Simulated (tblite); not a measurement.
C5H9BF (charge -1).
Bonds: F1–B2, B2–C3, C3–C4, C4–C5, C5–C6 (double), C6–C7, C3–C7. Hydrogens: H8, H9 on B2; H10 on C3; H11, H12 on C4; H13 on C5; H14 on C6; H15, H16 on C7.
Bond orders are those of one Lewis drawing.

Computed with GFN2-xTB (tblite), gas phase: L-BFGS steps from a force-field or distance-geometry start until the largest atomic force falls under 0.01 eV/Å.

Step 11: E = -584.7485 eV
```
atom  x, y, z in Å  |  force x, y, z in eV/Å
F1     -1.9203   -1.9257    0.5081    0.094  -0.102   0.030
B2     -2.0072   -0.5779    0.0035    0.067   0.058  -0.111
C3     -0.5360    0.2061    0.1689   -0.082  -0.084  -0.004
C4      0.2562    0.5343   -1.1112   -0.140   0.041   0.025
C5      1.6102    0.8826   -0.5607    0.008  -0.100  -0.034
C6      1.7873    0.2764    0.6026    0.000  -0.065  -0.062
C7      0.5695   -0.5289    0.9485   -0.122   0.019   0.047
H8     -2.8771   -0.0123    0.6493    0.031   0.044   0.038
H9     -2.3423   -0.6547   -1.1716    0.051   0.034  -0.007
H10    -0.6962    1.1737    0.6810   -0.022  -0.145  -0.051
H11     0.3272   -0.3704   -1.7315    0.004   0.098   0.012
H12    -0.1955    1.3202   -1.7151   -0.027   0.100  -0.021
H13     2.3101    1.5246   -1.0754    0.075   0.002  -0.042
H14     2.6612    0.3233    1.2353    0.093  -0.015   0.006
H15     0.3847   -0.6180    2.0173   -0.053   0.068   0.091
H16     0.6605   -1.5443    0.5398    0.025   0.048   0.082
```

Step 12: E = -584.7536 eV
```
atom  x, y, z in Å  |  force x, y, z in eV/Å
F1     -1.9201   -1.9323    0.5086    0.079  -0.040  -0.012
B2     -2.0071   -0.5827    0.0013    0.006   0.062  -0.073
C3     -0.5374    0.2012    0.1681   -0.098  -0.011  -0.031
C4      0.2547    0.5388   -1.1102   -0.122   0.018   0.053
C5      1.6090    0.8808   -0.5611    0.017  -0.064  -0.041
C6      1.7850    0.2758    0.6016    0.069  -0.049  -0.026
C7      0.5686   -0.5251    0.9515   -0.124  -0.006   0.070
H8     -2.8795   -0.0126    0.6496    0.087  -0.008   0.005
H9     -2.3464   -0.6533   -1.1746    0.070   0.006   0.029
H10    -0.7027    1.1667    0.6781   -0.040  -0.086  -0.013
H11     0.3310   -0.3624   -1.7307   -0.022   0.043  -0.059
H12    -0.1917    1.3290   -1.7113   -0.061   0.093  -0.026
H13     2.3139    1.5145   -1.0764    0.093   0.037  -0.071
H14     2.6636    0.3174    1.2273    0.103  -0.015   0.032
H15     0.3880   -0.6080    2.0217   -0.075   0.053   0.077
H16     0.6633   -1.5389    0.5452    0.019  -0.032   0.087
```

Task: Estimate the geometry and energy of step 13. (The exact step hangs on the optimiser's Hessian estimate; all steps are aligned on step 12, rigid shifts and turns removed.)

Result: E = -584.7577 eV, largest force 0.131 eV/Å
```
atom  x, y, z in Å  |  force x, y, z in eV/Å
F1     -1.9185   -1.9385    0.5087    0.060   0.028  -0.055
B2     -2.0070   -0.5858   -0.0017   -0.042   0.023  -0.013
C3     -0.5404    0.1968    0.1670   -0.059   0.045  -0.039
C4      0.2512    0.5429   -1.1088   -0.050   0.009   0.036
C5      1.6086    0.8782   -0.5623    0.026  -0.019  -0.035
C6      1.7842    0.2742    0.6004    0.091  -0.031   0.006
C7      0.5658   -0.5218    0.9551   -0.065  -0.017   0.064
H8     -2.8798   -0.0131    0.6498    0.116  -0.046  -0.020
H9     -2.3485   -0.6520   -1.1766    0.073  -0.017   0.036
H10    -0.7092    1.1593    0.6755   -0.064  -0.010   0.031
H11     0.3337   -0.3547   -1.7312   -0.055   0.011  -0.108
H12    -0.1895    1.3382   -1.7084   -0.080   0.064  -0.008
H13     2.3188    1.5064   -1.0786    0.066   0.027  -0.070
H14     2.6676    0.3122    1.2211    0.073  -0.023   0.026
H15     0.3893   -0.5984    2.0270   -0.093   0.042   0.049
H16     0.6661   -1.5349    0.5517    0.002  -0.086   0.099
```

The energy changes by -0.0041 eV. The first-order estimate −F·Δx gives -0.0058 eV and the mean of the old and new forces, exact on a quadratic surface, -0.0041 eV. The step makes an angle of 61° with the force vector and moves no atom by more than 0.011 Å.

The cost below is that of the whole relaxation. Hardware: an Intel Xeon at 2.70 GHz with one thread, shared host with 64 logical CPUs at a one-minute load of 54. Cost: 0.55 s wall.
